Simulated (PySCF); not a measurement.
**Correlation energy of Cs⁻ (caesium, charge -1)**

[Xe] 6s2, closed-shell 1S. Calculation: PySCF 2.14, in x2c-TZVPPall with one added diffuse shell each of s, p, d type (12s8p7d2f1g, 94 functions); the spin-free X2C one-electron Hamiltonian (Gaussian nucleus). Frozen: [Xe]; 2 electrons correlated.

With two correlated electrons CCSD is exact within the correlated space (frozen core and kept virtual orbitals).

```csv
level,correlation energy (mhartree)
CCSD,-19.23
```

Diagnostics: T1 = 0.037, D1 = 0.0524, largest double amplitude 0.137.

T1 exceeds 0.03, a sign that the reference determinant is poor.

Cost of the coupled-cluster step: of the order of 4 core-seconds, for 2 correlated electrons.
